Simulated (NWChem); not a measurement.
Species: TiH3O3Br; SMILES [OH][Ti]([OH])([OH])[Br]

```xyz
8

Ti     0.0064     0.6328    -0.0054
Br    -0.0187    -1.7570     0.0121
O     -0.5465     1.2411     1.5389
H     -0.8175     1.9142     2.1656
O     -1.0557     1.2265    -1.2656
H     -1.5534     1.9159    -1.7089
O      1.6359     1.2068    -0.3024
H      2.2832     1.9092    -0.3867
```
Atoms are numbered in this order, from 1.

This is a stationary point of PBE0/def2-SVP (NWChem), point group C1. This build's default masses of Se (78.918 u) and Br (79.917 u) are each other's, which moves their modes by up to 0.6 %.

**Question.** Is it a minimum? If not, what does it relax to?

**Answer.** No. It has an imaginary frequency of 324i cm⁻¹. Following that mode (on a finer grid) lowers the energy by 3.1 kcal/mol and ends, with real frequencies alone, at point group C3:
```xyz
8

Ti    -0.0068     0.9088     0.0016
Br    -0.0105    -1.4794    -0.0051
O     -0.3872     1.4874     1.6241
H     -1.1833     1.8543     2.0214
O     -1.2190     1.4964    -1.1373
H     -1.1633     1.8657    -2.0243
O      1.5884     1.4902    -0.4770
H      2.3303     1.8548     0.0158
```
